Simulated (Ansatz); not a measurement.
Cost and result for the atomization energy of C2H9AlSSi (14 atoms, 14 bonds).

Cartesian coordinates in Å:
```
Al 1.7801 0.7149 1.2372
C 0.9664 1.9556 -0.0489
S -0.5067 0.9651 0.4637
C -0.5599 -0.3047 -0.8114
Si -1.6189 -1.7657 -0.2603
H 1.9885 1.2088 2.7279
H 2.2857 -0.6867 0.6856
H 1.0755 1.8934 -1.1297
H 0.7772 2.9858 0.2513
H -0.9614 0.1371 -1.7274
H 0.4552 -0.6606 -1.0098
H -2.9817 -1.2958 0.0959
H -0.9933 -2.4192 0.9150
H -1.7068 -2.7278 -1.3890
```

Total charge 0; spin multiplicity 1. The bonds changed during the relaxation, so this is another structure than the one it started from. All single points use the PBE0-D4/def2-TZVP geometry. It is one conformer, not always the lowest. Program: Ansatz. All runs use 4 threads of an Intel Xeon on a shared host. Times are those of one run each, without the atoms' runs, and a repeat can differ threefold. Electronic energies, without spin–orbit coupling; frozen cores. CCSD(T)/CBS adds CCSD(T) − MP2 in def2-TZVPP to the MP2 limit, and its time is that of the two runs behind it. T1 = 0.012. B3LYP takes the VWN-RPA correlation (the form of Gaussian; ORCA's B3LYP/G).

CCSD(T)/CBS is a level of theory with its own doubt, some kJ/mol a heavy atom from the limit and from the frozen cores, so smaller differences don't rank the functionals.

```json
{"level": "PBE-D4/def2-TZVPP (with forces)", "functions": "314", "wall time": "3.4 s", "atomization (kcal/mol)": "1089.7", "difference from CCSD(T)/CBS": "3.9", "per bond": "0.3"}
{"level": "PBE0-D4/def2-TZVPP", "functions": "314", "wall time": "4.1 s", "atomization (kcal/mol)": "1081.9", "difference from CCSD(T)/CBS": "-3.9", "per bond": "-0.3"}
{"level": "r2SCAN-D4/def2-TZVPP (with forces)", "functions": "314", "wall time": "5.5 s", "atomization (kcal/mol)": "1088.4", "difference from CCSD(T)/CBS": "2.6", "per bond": "0.2"}
{"level": "B3LYP-D4/def2-TZVPP (with forces)", "functions": "314", "wall time": "6.5 s", "atomization (kcal/mol)": "1082.3", "difference from CCSD(T)/CBS": "-3.5", "per bond": "-0.2"}
{"level": "B2PLYP/def2-TZVPP", "functions": "314", "wall time": "8 s", "atomization (kcal/mol)": "1067.8", "difference from CCSD(T)/CBS": "-18.0", "per bond": "-1.3"}
{"level": "ωB97X-V/def2-TZVPP", "functions": "314", "wall time": "10 s", "atomization (kcal/mol)": "1091.2", "difference from CCSD(T)/CBS": "5.4", "per bond": "0.4"}
{"level": "ωB97M-V/def2-TZVPP (with forces)", "functions": "314", "wall time": "14 s", "atomization (kcal/mol)": "1089.0", "difference from CCSD(T)/CBS": "3.2", "per bond": "0.2"}
{"level": "MP2/def2-QZVPP", "functions": "594", "wall time": "32 s", "atomization (kcal/mol)": "1078.4", "difference from CCSD(T)/CBS": "-7.4", "per bond": "-0.5"}
{"level": "CCSD(T)/def2-TZVPP", "functions": "314", "wall time": "6.9 min", "atomization (kcal/mol)": "1058.2", "difference from CCSD(T)/CBS": "-27.6", "per bond": "-2.0"}
{"level": "CCSD(T)/CBS(def2)", "functions": "–", "wall time": "7.4 min", "atomization (kcal/mol)": "1085.8", "difference from CCSD(T)/CBS": "0.0", "per bond": "0.0"}
```

The D4 term adds +13.9 kcal/mol with B3LYP and +7.4 kcal/mol with PBE0; it sums over pairs of atoms, weighted by their polarisabilities, and B3LYP, whose exchange is more repulsive, gets the larger term. In def2-TZVPP, CCSD(T) changes the Hartree–Fock value by +249.9 kcal/mol (the triples alone add +13.8 kcal/mol) and MP2 by +253.8 kcal/mol; breaking electron pairs costs correlation energy, which Hartree–Fock lacks. From PBE to PBE0 (25 % exact exchange), in def2-TZVPP and without D4, the atomization energy moves by −6.5 kcal/mol: exact exchange takes away binding that semilocal exchange gives to molecules.
